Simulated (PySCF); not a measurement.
**How methods differ on the excitation energy of Ru⁺**

Ru⁺ [Kr] 4d7 (4F) → Ru⁺ [Kr] 4d6 5p1 (high-spin determinant), as a difference of total energies. Computed with PySCF 2.14 in def2-TZVPPD with the def2 core potential (28 electrons) (6s4p3d2f1g, 56 functions), with scalar relativity through the core potential. Correlated levels: valence and next inner shell: nothing frozen outside the core potential. The calculations carry no spin-orbit coupling.

```json
{"method": "UHF", "excitation energy (eV)": "4.823"}
{"method": "MP2 (valence and next inner shell)", "excitation energy (eV)": "5.598"}
{"method": "SCS-MP2 (valence and next inner shell)", "excitation energy (eV)": "5.795"}
{"method": "CCSD (valence and next inner shell)", "excitation energy (eV)": "5.571"}
{"method": "CCSD(T) (valence and next inner shell)", "excitation energy (eV)": "5.594"}
```

**Question.** How much does correlation contribute at CCSD(T) (valence and next inner shell)?

**Answer.** 5.594 − (4.823) = 0.771 eV, measured against UHF.

The determinant of the upper state mixes LS terms, which raises its energy above the lowest term, most at the Hartree-Fock and MP2 levels.
